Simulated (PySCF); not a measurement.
## Working out the excitation energy of Kr²⁺

Kr²⁺ [Ar] 3d10 4s2 4p4 (3P) → Kr²⁺ [Ar] 3d10 4s2 4p3 5s1 (5S). Calculation: PySCF 2.14, in aug-cc-pVTZ-PP with ECP10MDF (6s5p4d2f, 55 functions); a scalar-relativistic core potential. Frozen: 3s2 3p6 3d10. Energies in hartree (1 hartree = 27.21139 eV):

```json
{"part": "UHF", "Kr²⁺ (lower)": "-460.864347", "Kr²⁺ (upper)": "-460.234276"}
{"part": "MP2 opposite-spin", "Kr²⁺ (lower)": "-0.085381", "Kr²⁺ (upper)": "-0.068737"}
{"part": "MP2 same-spin", "Kr²⁺ (lower)": "-0.024619", "Kr²⁺ (upper)": "-0.033062"}
```

**Question.** What does Hartree-Fock give?

**Answer.** (-460.234276) − (-460.864347) = 0.630071 hartree = 17.145 eV.

**Question.** What do MP2 and SCS-MP2 (6/5 opposite-spin, 1/3 same-spin) give?

**Answer.** The opposite-spin parts differ by 0.453 eV and the same-spin parts by -0.230 eV. MP2: 17.145 + (0.453) + (-0.230) = 17.368 eV. SCS-MP2: 17.145 + 1.2 × (0.453) + (-0.230)/3 = 17.612 eV.
